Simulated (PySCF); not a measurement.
# Zr²⁺ (zirconium, charge +2) across methods

[Kr] 4d1 5s1, high-spin 3D determinant (an excited configuration). Calculation: PySCF 2.14, in def2-QZVPPD with the def2 core potential (28 electrons) (7s5p4d3f2g, 81 functions); a scalar-relativistic core potential.

| method | E (hartree) | mean ε 4p β (eV) | mean ε 4d α (eV) | mean ε 5s α (eV) | Σ⟨r²⟩ (bohr²) | ⟨S²⟩ |
| --- | --- | --- | --- | --- | --- | --- |
| M06 | -46.0368 | -51.975 | -21.399 | -18.536 | 30.91 | 2.001 |
| LDA | -45.9443 | -49.973 | -20.281 | -18.269 | 31.03 | 2.000 |
| UHF | -45.71842 | -57.697 | -25.429 | -20.195 | 31.61 | 2.003 |
| PBE | -46.0928 | -50.069 | -20.474 | -18.018 | 31.00 | 2.001 |
| M06-L | -46.0900 | -50.657 | -20.424 | -17.699 | 30.83 | 2.002 |
| HSE06 | -46.0835 | -51.849 | -21.460 | -18.357 | 31.03 | 2.001 |
| PBE0 | -46.0832 | -52.268 | -21.882 | -18.681 | 31.04 | 2.001 |
| r2SCAN | -46.1100 | -50.921 | -20.821 | -18.143 | 31.03 | 2.002 |
| B3LYP | -46.1104 | -51.877 | -21.533 | -18.629 | 30.99 | 2.001 |

Energies and moments cover only the electrons outside the core potential.
